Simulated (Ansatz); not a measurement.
Isolated molecules relaxed with PBE0-D4/def2-TZVP in Ansatz; ΔE leaves out vibrations. CBS: MP2 limit from def2 TZ/QZ plus the TZ coupled-cluster correction, frozen cores. This one scheme is used for every species. DFT in def2-TZVPP. B3LYP here is the variant with VWN-RPA as its local correlation; programs differ in this. HSE06 is defined as in plane-wave codes. Elements past krypton have def2 core potentials. For Sn outer-core shells are correlated without core-valence functions, which leaves a few kJ/mol of doubt a bond.

`F[B](F)[SnH3]` + CH₃SH → `C[S][SnH3]` + `FBF`  (cleavage of the Sn–B bond)

Task: Is it downhill or uphill in electronic energy at CCSD(T)/CBS, and by how much? (Best estimate.)

Result: The calculation gave: Downhill: ΔE = -17.5 kcal/mol.

Task: What do these levels give: B97M-V, r2SCANh-D4, r2SCAN0-D4, B3LYP, HSE06, LC-ωPBE, RPA@PBE/def2-TZVPP, MP2/def2-SVP, CCSD/def2-SVP, CCSD/def2-TZVPP, CCSD(T)/def2-TZVPP, HF/def2-QZVPP? (Estimate.)

Result: The calculation gave: B97M-V -17.2, r2SCANh-D4 -16.7, r2SCAN0-D4 -16.8, B3LYP -15.8, HSE06 -15.5, LC-ωPBE -14.6, RPA@PBE/def2-TZVPP -15.0, MP2/def2-SVP -18.4, CCSD/def2-SVP -16.4, CCSD/def2-TZVPP -15.8, CCSD(T)/def2-TZVPP -16.0, HF/def2-QZVPP -18.7 kcal/mol.

Largest T1 diagnostic among the species: 0.014.

From BLYP to BHLYP (50 % exact exchange), in def2-TZVPP and without D4, ΔE moves by −1.7 kcal/mol. The D4 term adds −1.2 kcal/mol with B3LYP and −0.7 kcal/mol with PBE0; it sums over pairs of atoms, weighted by their polarisabilities, and B3LYP, whose exchange is more repulsive, gets the larger term. At CCSD(T), def2-SVP lies +1.1 kcal/mol from the extrapolated value and def2-TZVPP +1.5 kcal/mol.
